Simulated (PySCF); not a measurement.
C₆ coefficients of unlike pairs at HSE06

Calculated with PySCF 2.14 from the dipole response of each species, C₆(A,B) = (3/π) ∫ α_A(iu) α_B(iu) du, in atomic units, from isotropic polarisabilities. For ions this is the dispersion term alone; charge-induced terms of lower order in 1/R come first.

```
species           configuration                                                                            basis      relativity  α (bohr³)  C₆ (like pair)
    Be⁺           [He] 2s1 (2S)  aug-cc-pCVTZ-DK with one added diffuse shell each of s, p, d, f type (8s7p5d3f)   spin-free X2C      22.37           60.64
   Ni²⁺           [Ar] 3d8 (3F)                                                         def2-TZVPPD (6s6p4d2f1g)            none      2.458           5.589
    I³⁺  [Kr] 4d10 5s2 5p2 (3P)                                      aug-cc-pwCVTZ-PP with ECP28MDF (8s7p6d4f1g)  core potential      10.16           58.09
```

Q: Estimate C₆ for I³⁺ with Be⁺.

A: The integral gives 46.10. The combination rule 2 C_A C_B / (C_A α_B/α_A + C_B α_A/α_B) gives 45.32 and the geometric mean 59.35.

No spin-orbit coupling is included.

The other pairs:

```tsv
pair	C₆
Ni²⁺, Be⁺	11.84
I³⁺, Ni²⁺	17.19
```
